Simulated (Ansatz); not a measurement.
Au₂Br⁺. Charge 1, multiplicity 1. Geometry r2SCAN-D4/def2-TZVP, basis def2-TZVP, Ansatz.

```xyz
3

Au    1.537   -0.130    0.204
Au   -0.880    1.267   -0.199
Br   -0.657   -1.137   -0.005
```

```
run  HOMO (eV)  LUMO (eV)
  A     -15.23      -6.91
  B     -13.28      -8.87
  C     -13.14      -8.98
  D     -12.18      -9.79
  E     -12.02     -10.01
  F     -15.49      -6.61
```

In the def2 sets Au takes a core potential; there is no spin–orbit coupling. LC-ωPBE has ω = 0.4 bohr⁻¹. The structure comes from a short search, and lower isomers may exist.

Q: The runs used LC-ωPBE, PBE, PBE0, r2SCAN, r2SCAN0, ωB97M-V. Estimate which is which.

A: A ωB97M-V (range-separated); B r2SCAN0 (25 % exact exchange); C PBE0 (25 % exact exchange); D r2SCAN (0 % exact exchange); E PBE (0 % exact exchange); F LC-ωPBE (range-separated). Exact exchange lowers occupied and raises empty levels; among semilocal functionals meta-GGAs tend to open the gap a little, and such runs are hard to tell apart. The gap grows from 2.01 eV (PBE) to 8.88 eV (LC-ωPBE).
